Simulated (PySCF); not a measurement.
Compound: C6H9NSi.
Bonds: Si1–C2, C2–C3, C3–C4 (aromatic), C4–C5 (aromatic), C5–C6 (aromatic), C6–C7 (aromatic), C7–N8 (aromatic), C3–N8 (aromatic). Hydrogens: H9, H10, H11 on Si1; H12, H13 on C2; H14 on C4; H15 on C5; H16 on C6; H17 on C7.

The same species was optimised twice, with GFN2-xTB and with PBE0-D3(BJ)/def2-SVP (PySCF), and the same property calculations (PySCF, gas phase) were run on both structures.

| coordinate | GFN2-xTB | PBE0-D3(BJ)/def2-SVP | change |
| --- | --- | --- | --- |
| Si1–C2 (Å) | 1.912 | 1.896 | -0.016 |
| C2–C3 (Å) | 1.485 | 1.498 | +0.013 |
| C6–C7 (Å) | 1.385 | 1.393 | +0.008 |
| C4–C5 (Å) | 1.381 | 1.390 | +0.009 |
| C7–N8 (Å) | 1.321 | 1.330 | +0.009 |
| C3–C4 (Å) | 1.395 | 1.403 | +0.008 |
| C3–N8 (Å) | 1.329 | 1.336 | +0.007 |
| C5–C6 (Å) | 1.388 | 1.393 | +0.005 |
| Si1–C2–C3 (°) | 109.9 | 111.5 | +1.6 |
| C2–C3–N8 (°) | 116.9 | 116.8 | -0.1 |
| C3–N8–C7 (°) | 118.8 | 118.7 | -0.1 |
| C2–C3–C4 (°) | 121.3 | 121.4 | +0.1 |
| C4–C5–C6 (°) | 118.8 | 118.9 | +0.1 |
| C4–C3–N8 (°) | 121.8 | 121.8 | 0.0 |
| C6–C7–N8 (°) | 123.6 | 123.7 | +0.1 |
| C3–C4–C5 (°) | 119.1 | 119.0 | -0.1 |
| Si1–C2–C3–C4 (°) | 87 | 89 | +2 |

Rotational constants: A = 4027, B = 1051, C = 948.2 MHz (GFN2-xTB) against A = 4025, B = 1032, C = 929.2 MHz (PBE0-D3(BJ)/def2-SVP). Point groups within 0.08 Å: C1 and C1. Atoms that the bonding makes alike are paired by their places after alignment.

On the GFN2-xTB structure: lowest singlet, TDDFT (eV) 4.89 [PBE0/def2-SVPD]; lowest triplet, Tamm–Dancoff (eV) 4.16 [PBE0/def2-SVPD]; isotropic polarisability (au) 102.4 [PBE0/def2-SVPD]; HOMO (eV) -7.15 [PBE0/def2-SVPD]; LUMO (eV) -0.77 [PBE0/def2-SVPD]; dipole (D) 1.83 [PBE0/def2-SVPD]; HOMO (eV) -7.17 [PBE0/pcSseg-1]; LUMO (eV) -0.69 [PBE0/pcSseg-1]; dipole (D) 1.81 [PBE0/pcSseg-1]; GIAO shielding of Si1 (ppm) 412.3 [PBE0/pcSseg-1]; GIAO shielding of C2 (ppm) 161.4 [PBE0/pcSseg-1]; GIAO shielding of C3 (ppm) 19.4 [PBE0/pcSseg-1]; GIAO shielding of C4 (ppm) 60.6 [PBE0/pcSseg-1]; GIAO shielding of C5 (ppm) 44.8 [PBE0/pcSseg-1]; GIAO shielding of C6 (ppm) 62.8 [PBE0/pcSseg-1]; GIAO shielding of C7 (ppm) 31.3 [PBE0/pcSseg-1]; GIAO shielding of N8 (ppm) -85.0 [PBE0/pcSseg-1].

What do these properties become on the PBE0-D3(BJ)/def2-SVP structure?

```json
{"property": "lowest singlet, TDDFT (eV)", "level": "PBE0/def2-SVPD", "on GFN2-xTB": "4.89", "on PBE0-D3(BJ)/def2-SVP": "4.87", "change": "-0.02"}
{"property": "lowest triplet, Tamm–Dancoff (eV)", "level": "PBE0/def2-SVPD", "on GFN2-xTB": "4.16", "on PBE0-D3(BJ)/def2-SVP": "4.10", "change": "-0.06"}
{"property": "isotropic polarisability (au)", "level": "PBE0/def2-SVPD", "on GFN2-xTB": "102.4", "on PBE0-D3(BJ)/def2-SVP": "104.5", "change": "+2.1"}
{"property": "HOMO (eV)", "level": "PBE0/def2-SVPD", "on GFN2-xTB": "-7.15", "on PBE0-D3(BJ)/def2-SVP": "-7.20", "change": "-0.05"}
{"property": "LUMO (eV)", "level": "PBE0/def2-SVPD", "on GFN2-xTB": "-0.77", "on PBE0-D3(BJ)/def2-SVP": "-0.85", "change": "-0.08"}
{"property": "dipole (D)", "level": "PBE0/def2-SVPD", "on GFN2-xTB": "1.83", "on PBE0-D3(BJ)/def2-SVP": "1.93", "change": "+0.10"}
{"property": "energy, GFN2-xTB geometry as zero (kcal/mol)", "level": "PBE0/def2-SVPD", "on GFN2-xTB": "0.0", "on PBE0-D3(BJ)/def2-SVP": "-1.5", "change": "-1.5"}
{"property": "HOMO (eV)", "level": "PBE0/pcSseg-1", "on GFN2-xTB": "-7.17", "on PBE0-D3(BJ)/def2-SVP": "-7.22", "change": "-0.05"}
{"property": "LUMO (eV)", "level": "PBE0/pcSseg-1", "on GFN2-xTB": "-0.69", "on PBE0-D3(BJ)/def2-SVP": "-0.78", "change": "-0.09"}
{"property": "dipole (D)", "level": "PBE0/pcSseg-1", "on GFN2-xTB": "1.81", "on PBE0-D3(BJ)/def2-SVP": "1.92", "change": "+0.11"}
{"property": "energy, GFN2-xTB geometry as zero (kcal/mol)", "level": "PBE0/pcSseg-1", "on GFN2-xTB": "0.0", "on PBE0-D3(BJ)/def2-SVP": "-0.9", "change": "-0.9"}
{"property": "GIAO shielding of Si1 (ppm)", "level": "PBE0/pcSseg-1", "on GFN2-xTB": "412.3", "on PBE0-D3(BJ)/def2-SVP": "410.1", "change": "-2.2"}
{"property": "GIAO shielding of C2 (ppm)", "level": "PBE0/pcSseg-1", "on GFN2-xTB": "161.4", "on PBE0-D3(BJ)/def2-SVP": "160.7", "change": "-0.7"}
{"property": "GIAO shielding of C3 (ppm)", "level": "PBE0/pcSseg-1", "on GFN2-xTB": "19.4", "on PBE0-D3(BJ)/def2-SVP": "18.2", "change": "-1.2"}
{"property": "GIAO shielding of C4 (ppm)", "level": "PBE0/pcSseg-1", "on GFN2-xTB": "60.6", "on PBE0-D3(BJ)/def2-SVP": "58.1", "change": "-2.5"}
{"property": "GIAO shielding of C5 (ppm)", "level": "PBE0/pcSseg-1", "on GFN2-xTB": "44.8", "on PBE0-D3(BJ)/def2-SVP": "42.8", "change": "-2.0"}
{"property": "GIAO shielding of C6 (ppm)", "level": "PBE0/pcSseg-1", "on GFN2-xTB": "62.8", "on PBE0-D3(BJ)/def2-SVP": "59.9", "change": "-2.9"}
{"property": "GIAO shielding of C7 (ppm)", "level": "PBE0/pcSseg-1", "on GFN2-xTB": "31.3", "on PBE0-D3(BJ)/def2-SVP": "28.8", "change": "-2.5"}
{"property": "GIAO shielding of N8 (ppm)", "level": "PBE0/pcSseg-1", "on GFN2-xTB": "-85.0", "on PBE0-D3(BJ)/def2-SVP": "-90.3", "change": "-5.3"}
```

The heavy atoms differ by 0.026 Å rms after alignment (one structure mirrored). Among bonds between heavy atoms Si1–C2 changes most (-0.016 Å). Changes are differences of the printed values. Neither structure is proved a minimum here.

Conformer computed: `[SiH3:1][CH2:2][c:3]1[cH:4][cH:5][cH:6][cH:7][n:8]1`: Si1–C2–C3–C4 89°.
